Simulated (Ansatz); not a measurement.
Reactions of `CCCBS`.

Calculated with Ansatz (gas phase, PBE0-D4/def2-TZVP geometries, no zero-point term in ΔE). CCSD(T)/CBS is the MP2 limit (def2-TZVPP, def2-QZVPP) plus CCSD(T) − MP2 in def2-TZVPP, frozen cores. This one scheme is used for every species. One conformer a species, not always the lowest.

Q: Order these by ΔE at CCSD(T)/CBS, lowest first. (Best estimate.)
A. `CCCBS` + `C=[C](O)[AlH2]` → `CCC[BH][AlH2]` + `C=C(O)S`
B. `CCCBS` + CH₃SH → `CSBS` + `CCC`
C. `CCCBS` + H₂ → `BS` + `CCC`
D. `CCCBS` + `CC` → `CCCCC` + `BS`
E. `CCCBS` + `[AlH2][SH]` → `[AlH2][S]BS` + `CCC`

A: B (-80.1 kJ/mol), E (-58.0 kJ/mol), C (-19.5 kJ/mol), D (+40.6 kJ/mol), A (+172.3 kJ/mol).

Largest T1 diagnostic: 0.015, for `BS`.
